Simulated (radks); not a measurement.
Results of a calculation; reference values are marked as such.
Species: Ti. Configuration: [Ar] 3d2 4s2 (the NIST ground configuration).

Level of theory: Dirac Kohn-Sham, exchange-only LDA, spin-unpolarised, spherical densities, point nucleus; open shells fill j = l - 1/2 first (a radial shooting solver on a logarithmic mesh with Libxc functionals).

Energy parts (hartree):
part                   energy
total              -849.96178
kinetic             859.00274
electron-nucleus  -2026.75834
Hartree             356.03145
exchange            -38.23764

Orbitals (lengths in bohr, moments of r in powers of bohr; <r^-3> diverges for s and p1/2):
orbital	occ.	eigenvalue (hartree)	<r^2>	<r^-3>	<r^4>	small-component weight
1s1/2	2	-178.3435	0.006539	-	0.0001100	6.18e-03
2s1/2	2	-19.61295	0.1256	-	0.02783	1.07e-03
2p1/2	2	-16.39019	0.1029	-	0.02190	1.06e-03
2p3/2	4	-16.17879	0.1047	259.4	0.02260	1.05e-03
3s1/2	2	-2.24015	1.179	-	2.269	2.23e-04
3p1/2	2	-1.39451	1.388	-	3.423	1.91e-04
3p3/2	4	-1.37012	1.410	30.10	3.533	1.89e-04
4s1/2	2	-0.13664	14.80	-	376.2	2.21e-05
3d3/2	2	-0.12233	3.725	1.913	43.44	9.69e-05
3d5/2	0	-0.12065	3.759	1.888	44.34	9.63e-05

The highest occupied level is 3d3/2 at -3.329 eV. The density falls to 0.001 e/bohr^3 at r = 4.88 bohr. For comparison, the ionisation energy in NIST's Atomic Spectra Database is 6.828 eV (measured). In exact Kohn-Sham theory the highest level is minus the ionisation energy, but local and semilocal functionals leave it too shallow, through self-interaction and a potential that decays too fast; potentials with the right tail come closer.

Beside tabulated values, note that spin-unpolarised runs miss the spin-polarisation part of the exchange energy of open shells.
